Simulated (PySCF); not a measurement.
Removing the step error of a finite difference

System: CH₄Mg (SMILES [CH3][MgH]), singlet, geometry from GFN2-xTB (such geometries of metal compounds can be far from the true shape). Level: PySCF with PBE/6-31+G*, polarisability. Sums are taken with unrounded values, so a last digit can differ.

Second differences of the energy in a field along z gave a polarisability along z of 37.793 bohr³ at step 0.005 and 38.278 bohr³ at step 0.02 (atomic units).

Task: Extrapolate to zero step.

Result: The leading error of a symmetric difference goes as h², so A(h) = A0 + c h². Then c = (38.278 - (37.793))/(0.02² - 0.005²) = 1290 (atomic units) and A0 = 37.793 - c × 0.005² = 37.761 bohr³. The analytic value from the same program and level is 37.764 bohr³: the smaller step missed it by 0.029, the extrapolation by -0.003.
